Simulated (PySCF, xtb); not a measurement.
C4H8Si, SMILES C=C=C(C)[SiH3].

GFN2-xTB run with xtb at its own geometry gives an orbital gap of 4.47 eV and a dipole moment of 0.26 D.

Coordinates come from a B3LYP-D3(BJ)/def2-SVP optimisation. This is a generated structure with no PubChem entry under its InChIKey; it may be hypothetical.

### Question
What does PBE/def2-TZVP in PySCF give? (An estimate is asked for; the answer gives what the named calculation found.)

### Answer
gap 5.28 eV (levels -6.26 and -0.98 eV), dipole 0.67 D.
